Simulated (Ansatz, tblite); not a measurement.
Removing an electron: Ge₈Ir⁻ (the lowest singlet isomer of a short search). The state is a singlet with charge -1. Geometry: PBE-D4/def2-SVP. Ansatz, gas phase; energy differences of separate SCF runs; the oxidised species was run as a doublet alone.

```xyz
9

Ir   -0.999   -0.494   -0.245
Ge   -0.995    1.506    1.535
Ge   -0.201    1.548   -1.314
Ge    0.783   -2.475    0.210
Ge    1.353    2.272    0.654
Ge    1.962   -0.177   -1.163
Ge    0.036   -1.699   -2.126
Ge   -2.920   -0.241    1.081
Ge    0.981   -0.239    1.370
```

In the def2 sets Ir takes a core potential; there is no spin–orbit coupling. The xTB rows come from tblite. The structure comes from a short search, and lower isomers may exist.

```json
{"level": "GFN2-xTB", "−HOMO (eV)": "3.07", "vertical IE (eV)": "5.51", "−LUMO (eV)": "2.63", "HOMO–LUMO gap (eV)": "0.44"}
{"level": "PBE-D4/def2-SVP", "−HOMO (eV)": "1.15", "vertical IE (eV)": "3.05", "−LUMO (eV)": "0.03", "HOMO–LUMO gap (eV)": "1.12"}
{"level": "r2SCAN-D4/def2-SVP", "−HOMO (eV)": "1.40", "vertical IE (eV)": "3.21", "−LUMO (eV)": "0.16", "HOMO–LUMO gap (eV)": "1.24"}
```

 Raw xTB energy differences between charge states are shifted by several eV; the methods need an empirical correction for them.
